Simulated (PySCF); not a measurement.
Species: C₅H₃FOS.
Z-matrix (Å and degrees, GFN2-xTB geometry), rows numbered from 1:
```
F 
C   1  1.3289
C   2  1.3416  1  123.23
C   3  1.4390  2  118.99  1  -179.95
S   4  1.6444  3  122.76  2   179.89
C   4  1.4411  3  114.49  2    -0.06
C   6  1.3415  4  120.76  3     0.05
O   2  1.3367  1  110.91  3  -180.00
H   3  1.0764  2  120.94  1    -0.00
H   6  1.0771  4  118.54  3  -179.98
H   7  1.0791  6  124.97  4   179.95
```

The closed-shell SCF was solved with PySCF and density fitting under several settings on one GFN2-xTB geometry (grid level 2 and gas phase unless stated).

```json
{"settings": "KT3/pcSseg-1", "basis functions": "158", "SCF cycles": "18", "E (Eh)": "-773.6580", "HOMO (eV)": "-5.04", "LUMO (eV)": "-2.92", "dipole (D)": "3.60"}
{"settings": "CAM-B3LYP/6-31G, damping 0.2 at the start, DIIS from the seventh cycle", "basis functions": "82", "SCF cycles": "16", "E (Eh)": "-765.2494", "HOMO (eV)": "-7.52", "LUMO (eV)": "-1.17", "dipole (D)": "3.66"}
```

Question: Estimate the rows for these settings: (1) LC-wPBE/pcSseg-1, grid level 1, start guess vsap; (2) KT2/aug-pcSseg-1.

Answer: 
```tsv
settings	basis functions	SCF cycles	E (Eh)	HOMO (eV)	LUMO (eV)	dipole (D)
LC-wPBE/pcSseg-1, grid level 1, start guess vsap	158	14	-765.1374	-9.03	-0.36	3.75
KT2/aug-pcSseg-1	242	18	-774.4908	-5.16	-3.00	3.76
```

Question: Over all rows, what range does the HOMO–LUMO gap span?

Answer: From 2.12 eV (KT3/pcSseg-1) to 8.67 eV (LC-wPBE/pcSseg-1, grid level 1, start guess vsap). The functional of the narrowest has no exact exchange, that of the widest range-separated exact exchange.

Question: And the dipole moment?

Answer: From 3.60 D (KT3/pcSseg-1) to 3.76 D (KT2/aug-pcSseg-1); the largest is 1.04 times the smallest, and the median is 3.71 D.

Whole jobs, the steps after the SCF included, on one thread, Arm Neoverse V1 (aarch64), no GPU, shared host:

```tsv
settings	work after the SCF	wall time	peak memory
KT3/pcSseg-1	shieldings, ring-centre shieldings	25 s	0.62 GiB
CAM-B3LYP/6-31G, damping 0.2 at the start, DIIS from the seventh cycle	shieldings, ring-centre shieldings, charges and field gradients	13 s	0.52 GiB
LC-wPBE/pcSseg-1, grid level 1, start guess vsap	shieldings, ring-centre shieldings, charges and field gradients	27 s	0.72 GiB
KT2/aug-pcSseg-1	spin–spin couplings from 9 perturbed nuclei, spin–dipole term for 1 of them	50 s	0.74 GiB
```

Cycle counts include a coarse-grid stage where the run had one. KT2 and KT3 were designed for NMR shieldings or shifts; total energies of different functionals aren't comparable.
